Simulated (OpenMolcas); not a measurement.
## V4+, Nb4+, Ta4+: d down the group

| Item | Value |
| --- | --- |
| Program | OpenMolcas |
| Method | CASSCF |
| Basis | ANO-RCC-VQZP |
| Scalar Hamiltonian | DKH2, point nucleus |
| Spin-orbit coupling | RASSI with atomic mean-field integrals over the reference wave functions, term energies averaged over their components |

Active space for each ion: 1 electron in 10 orbitals (d d).

Computed levels in cm-1 above ²D_3/2:

```tsv
Level	V4+	Nb4+	Ta4+
²D_5/2	596	1787	6777
weight of ²D in the lowest level (%)	100	100	100
```

Measured, with the error of the calculation in %. Measured levels: V4+ from Sugar and Corliss, J. Phys. Chem. Ref. Data 7, 1191 (1978); Nb4+ from Moore, Atomic Energy Levels, vol. II, NSRDS-NBS 35 (1971 reprint of NBS Circular 467, 1952).

```
 Level         V4+         Nb4+
²D_5/2  625 (-4.6)  1870 (-4.5)
```

The fine-structure level ²D_5/2 changes by a factor of 11.4 from V4+ to Ta4+.

With one active electron the reference holds no correlation, so core polarisation is missing. With one active electron outside closed inactive shells, the extra shells (4d) add no correlation to the reference (holds for V4+). With one active electron outside closed inactive shells, the extra shells (5d) add no correlation to the reference (holds for Nb4+). With one active electron outside closed inactive shells, the extra shells (6d) add no correlation to the reference (holds for Ta4+). Measured partners are found by configuration, term and J. A level has none where our copy of the source lacks it or the pairing is in doubt (some pairs that miss far off the trend of their configuration count as doubtful), and it then counts in no deviation. Levels of configurations outside the active space are missing.
